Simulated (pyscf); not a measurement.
PySCF, gas phase, ωB97X-D3(BJ)/def2-SVP geometries.

SMILES: [Ge]([OH])([O]C=O)([OH])[OH]
```xyz
11

O     -0.9050    -1.9340     0.3619
C      0.1073    -1.5963    -0.2038
O      0.4213    -0.3467    -0.5114
Ge    -0.8075     0.9382    -0.1265
O     -1.5115     0.6230     1.4405
O     -1.8774     0.8932    -1.5055
O     -0.0016     2.4860    -0.0753
H      0.8954    -2.3077    -0.5261
H     -1.6968    -0.3285     1.5029
H     -2.3550     1.7209    -1.6389
H      0.3168     2.7128     0.8072
```

Problem. What is the homolytic dissociation enthalpy (298 K, ωB97M-D3(BJ)/def2-TZVP) of the Ge–O bond of O=CH–O–Ge(OH)(OH)–OH, to •O–CH=O + HO–Ge•(OH)–OH?

Solution. Ge–O to •O–CH=O + HO–Ge•(OH)–OH: 101.4 kcal/mol. The 7 functionals that were run give +85.8 (PBE) to +108.6 kcal/mol (M06-2X). The radicals are drawn with the spin at the cut bond; how far it spreads was not checked. •O–CH=O lies 15.1 kcal/mol over its isomer O=C•–OH (electronic energy, ωB97M-D3(BJ)/def2-TZVP). Other isomers of HO–Ge•(OH)–OH were not searched in full and may lie lower. Elements up to Kr have no core potential and no relativistic terms here.
